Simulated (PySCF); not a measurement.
Species: C₂H₅ClOSi.
SMILES with atom numbers: `[CH2:1]=[C:2]([Cl:3])[O:4][SiH3:5]` (hydrogens: H6, H7 on C1; H8, H9, H10 on Si5)

Computed, not measured: PySCF 2.14.0, PBE0-D3(BJ)/def2-SVP geometry optimisation, gas phase.

**Question.** What internal coordinates does the optimisation give?

**Answer.** 
```json
{"bond": "C1=C2", "length (Å)": "1.333"}
{"bond": "C2–Cl3", "length (Å)": "1.755"}
{"bond": "C2–O4", "length (Å)": "1.329"}
{"bond": "O4–Si5", "length (Å)": "1.694"}
{"bond": "C1–H6", "length (Å)": "1.088"}
{"bond": "C1–H7", "length (Å)": "1.090"}
{"bond": "Si5–H8, Si5–H9, Si5–H10", "length (Å)": "1.488"}
```

Bonds in one row agree within 0.01 Å and their mean is given. A selection of angles:
```json
{"angle": "C2–C1–H6", "degrees": "120.8"}
{"angle": "C2–C1–H7", "degrees": "118.8"}
{"angle": "H6–C1–H7", "degrees": "120.3"}
{"angle": "C1–C2–Cl3", "degrees": "120.9"}
{"angle": "C1–C2–O4", "degrees": "124.5"}
{"angle": "Cl3–C2–O4", "degrees": "114.6"}
{"angle": "C2–O4–Si5", "degrees": "129.5"}
{"angle": "O4–Si5–H8", "degrees": "103.1"}
{"angle": "O4–Si5–H9", "degrees": "110.8"}
{"angle": "H8–Si5–H9", "degrees": "110.6"}
```

Dihedral angles: C1–C2–O4–Si5 -179° (antiperiplanar).

The 5 heavy atoms lie in one plane (0.007 Å rms). Si5 (oxygen-bound silicon) is distorted tetrahedral (angles from 103.1° to 110.8°).

Point group: Cs (every atom within 0.08 Å of its image). Not checked by PBE0-D3(BJ)/def2-SVP frequencies. One conformer, not necessarily the lowest.
